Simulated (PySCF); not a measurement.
BrHPbS, neutral, multiplicity 1. Atoms are numbered in the order given.

```xyz
4

Pb     0.5273    -0.4950     0.0000
Br    -0.3932     1.9689     0.0000
S     -1.7648    -1.5929     0.0000
H     -1.2375    -2.8400     0.0000
```
Charge 0, spin multiplicity 1.

Coordinates come from a PBE0-D3(BJ)/def2-SVP optimisation. The def2 effective core potentials stand for the cores of Pb; spin–orbit coupling is left out. Other conformers were not sampled.

Calculation: PBE0-D3(BJ)/def2-SVP in PySCF.

Frequencies are harmonic and unscaled.

```tsv
mode	ν (cm⁻¹)	IR (km/mol)	moving atoms (share of kinetic energy)
1	78	1.1	S 59 %, Br 26 %, Pb 13 %
2	214	29.7	Br 72 %, Pb 28 %
3	296	15.8	H 97 %
4	312	35.0	S 82 %, Pb 14 %
5	621	10.3	H 94 %
6	2695	1.7	H 97 %
```
